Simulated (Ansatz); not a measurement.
Geometry optimisation, RKS r2SCAN-D4/def2-SVP (Ansatz).

input.yaml

```yaml
crystal:
  periodic: [false, false, false]
  atoms:
    - { symbol: F, position_ang: [0.3061, 0.9396, 1.4505] }
    - { symbol: In, position_ang: [-0.3276, -0.2681, -0.0787] }
    - { symbol: Cl, position_ang: [1.5262, -1.9677, 0.0679] }
    - { symbol: Cl, position_ang: [-1.4492, 1.2359, -1.46] }
basis:
  gaussian: { orbitals: def2-SVP }
hamiltonian:
  xc: r2scan
  dispersion: d4
relax:
  f_tol: 0.015
  max_steps: 40
```

Run as:

```bash
$ ansatz run input.yaml --threads 1 --pin off --max-ram 2048MiB --backend cpu --events-out ev --progress --plain --runs-dir out
```

Q: Where does it end, and by what steps?

A: It converged. After 4 steps the energy has fallen by 0.791 eV; In2 moved furthest, 0.47 Å.

| step | energy less start (eV) | largest force component (eV/Å) | accepted |
| --- | --- | --- | --- |
| 0 | 0.0000 | 2.580 | yes |
| 1 | -0.5719 | 0.867 | yes |
| 2 | -0.7565 | 0.277 | yes |
| 3 | -0.7904 | 0.055 | yes |
| 4 | -0.7907 | 0.003 | yes |

```xyz
4
Properties=species:S:1:pos:R:3
F 0.237 1.012 1.707
In 0.022 0.018 0.051
Cl 1.205 -1.959 -0.213
Cl -1.408 0.868 -1.565
```

Whether the end is a true minimum wasn't checked by a vibrational analysis.

Run time: 35 s on 1 CPU thread of a shared host.
